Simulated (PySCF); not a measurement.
# Excitation energy of Ag by level of theory

Ag [Kr] 4d10 5s1 (2S) → Ag [Kr] 4d10 5p1 (2P), as a difference of total energies. All numbers are calculated (PySCF 2.14, scalar relativity by spin-free X2C-1e, in x2c-QZVPPall). Correlated levels: valence: [Kr] frozen; valence and next inner shell: [Ar] 3d10 frozen. The calculations carry no spin-orbit coupling.

Q: Order these methods by the excitation energy they give, lowest first.
A. SCS-MP2 (valence)
B. MP2 (valence)
C. LDA
D. BLYP

A: A (3.676 eV), B (3.768 eV), D (3.825 eV), C (3.958 eV).

Errors of the correlated levels include the incompleteness of this basis and the frozen core.

The basis was made for the ground configuration and has no added diffuse functions, so the excitation energy can come out too high.

For comparison: 3.740 eV (measured; NIST levels, between the centres of gravity of the two terms).
